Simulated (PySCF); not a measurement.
I²⁺ (iodine, charge +2) across methods

[Kr] 4d10 5s2 5p3, high-spin 4S determinant. Calculation: PySCF 2.14, in aug-cc-pwCVTZ-DK3 with one added diffuse shell each of s, p, d, f type (11s10p8d5f1g, 125 functions); scalar relativity by spin-free X2C-1e.

```json
{"method": "PBE0", "E (hartree)": "-7113.93", "mean ε 5s α (eV)": "-39.284", "mean ε 5s β (eV)": "-35.524", "mean ε 5p α (eV)": "-26.912", "Σ⟨r²⟩ (bohr²)": "41.57", "⟨S²⟩": "3.751"}
{"method": "LC-wPBE", "E (hartree)": "-7113.82", "mean ε 5s α (eV)": "-42.802", "mean ε 5s β (eV)": "-38.472", "mean ε 5p α (eV)": "-29.766", "Σ⟨r²⟩ (bohr²)": "41.52", "⟨S²⟩": "3.751"}
{"method": "TPSSh", "E (hartree)": "-7113.98", "mean ε 5s α (eV)": "-38.083", "mean ε 5s β (eV)": "-34.701", "mean ε 5p α (eV)": "-26.182", "Σ⟨r²⟩ (bohr²)": "41.59", "⟨S²⟩": "3.751"}
{"method": "r2SCAN", "E (hartree)": "-7114.28", "mean ε 5s α (eV)": "-37.855", "mean ε 5s β (eV)": "-34.333", "mean ε 5p α (eV)": "-26.002", "Σ⟨r²⟩ (bohr²)": "41.55", "⟨S²⟩": "3.751"}
{"method": "PBE", "E (hartree)": "-7113.86", "mean ε 5s α (eV)": "-36.943", "mean ε 5s β (eV)": "-34.459", "mean ε 5p α (eV)": "-25.489", "Σ⟨r²⟩ (bohr²)": "41.59", "⟨S²⟩": "3.751"}
{"method": "B97-3", "E (hartree)": "-7113.89", "mean ε 5s α (eV)": "-39.291", "mean ε 5s β (eV)": "-35.517", "mean ε 5p α (eV)": "-26.828", "Σ⟨r²⟩ (bohr²)": "41.54", "⟨S²⟩": "3.751"}
{"method": "LDA", "E (hartree)": "-7107.74", "mean ε 5s α (eV)": "-37.105", "mean ε 5s β (eV)": "-34.995", "mean ε 5p α (eV)": "-25.562", "Σ⟨r²⟩ (bohr²)": "41.54", "⟨S²⟩": "3.750"}
{"method": "UHF", "E (hartree)": "-7111.41778", "mean ε 5s α (eV)": "-45.281", "mean ε 5s β (eV)": "-37.261", "mean ε 5p α (eV)": "-30.324", "Σ⟨r²⟩ (bohr²)": "41.96", "⟨S²⟩": "3.752"}
```
